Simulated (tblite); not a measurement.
Species: C5H7O2 (doublet state).
Numbering: `[CH3:1][O:2]/[C:3]=[CH:4]/[C:5]([CH3:6])=[O:7]` (hydrogens: H8, H9, H10 on C1; H11 on C4; H12, H13, H14 on C6)

A start from a force field or distance geometry was refined with GFN2-xTB geometry optimisation, gas phase (tblite). Values at the start:

```tsv
coordinate	start
C1–O2	1.409 Å
C1–H8	1.106 Å
O2–C3	1.373 Å
C3=C4	1.332 Å
C4–C5	1.432 Å
C4–H11	1.084 Å
C5–C6	1.489 Å
C5=O7	1.281 Å
C6–H12	1.121 Å
C1–O2–C3	118.2°
O2–C3–C4	119.0°
C3–C4–C5	125.6°
C4–C5–C6	125.6°
C4–C5–O7	117.1°
C6–C5–O7	117.2°
C1–O2–C3–C4	-100°
O2–C3–C4–C5	180°
C3–C4–C5–C6	-2°
```

Q: How do these coordinates change at the GFN2-xTB level?

A: 
```json
{"coordinate": "O2–C3", "GFN2-xTB (Å or °)": "1.287", "change": "-0.086"}
{"coordinate": "C5=O7", "GFN2-xTB (Å or °)": "1.212", "change": "-0.069"}
{"coordinate": "C6–H12", "GFN2-xTB (Å or °)": "1.087", "change": "-0.034"}
{"coordinate": "C4–C5", "GFN2-xTB (Å or °)": "1.465", "change": "+0.033"}
{"coordinate": "C1–O2", "GFN2-xTB (Å or °)": "1.439", "change": "+0.030"}
{"coordinate": "C5–C6", "GFN2-xTB (Å or °)": "1.512", "change": "+0.023"}
{"coordinate": "C1–H8", "GFN2-xTB (Å or °)": "1.091", "change": "-0.015"}
{"coordinate": "C3=C4", "GFN2-xTB (Å or °)": "1.320", "change": "-0.012"}
{"coordinate": "C4–H11", "GFN2-xTB (Å or °)": "1.093", "change": "+0.009"}
{"coordinate": "O2–C3–C4", "GFN2-xTB (Å or °)": "140.6", "change": "+21.6"}
{"coordinate": "C4–C5–C6", "GFN2-xTB (Å or °)": "115.3", "change": "-10.3"}
{"coordinate": "C4–C5–O7", "GFN2-xTB (Å or °)": "122.4", "change": "+5.3"}
{"coordinate": "C6–C5–O7", "GFN2-xTB (Å or °)": "122.4", "change": "+5.2"}
{"coordinate": "C3–C4–C5", "GFN2-xTB (Å or °)": "123.9", "change": "-1.7"}
{"coordinate": "C1–O2–C3", "GFN2-xTB (Å or °)": "119.7", "change": "+1.5"}
{"coordinate": "C1–O2–C3–C4", "GFN2-xTB (Å or °)": "-17", "change": "+83"}
{"coordinate": "O2–C3–C4–C5", "GFN2-xTB (Å or °)": "170", "change": "-10"}
{"coordinate": "C3–C4–C5–C6", "GFN2-xTB (Å or °)": "0", "change": "+2"}
```

The energy falls by 17.6 kcal/mol over 125 L-BFGS steps, the largest force on an atom goes from 5.02 to 0.005 eV/Å, and the atoms move by 0.608 Å rms after alignment. The bond that changes most is O2–C3 (ends: oxygen bonded to 2 C; carbon bonded to C and O), which shortens by 0.086 Å. Bonds longer at the end by more than 0.005 Å: 4 of 13; shorter: 8. Among the dihedrals that turn most is C1–O2–C3–C4, from -100° to -17°. Rotational constants go from 7224, 1198, 1096 to 7137, 1284, 1117 MHz.

The run took 0.63 s on one thread, Arm Neoverse V1 (aarch64) (shared host).

GFN2-xTB frequencies show an imaginary mode (37i cm⁻¹), so the point is no minimum at that level. 3 starts were optimised and ended at 0.00, 0.15 and 0.45 kcal/mol (GFN2-xTB); the lowest of these is shown.

One conformer stands for the species.

The numbers are calculated, not measured.
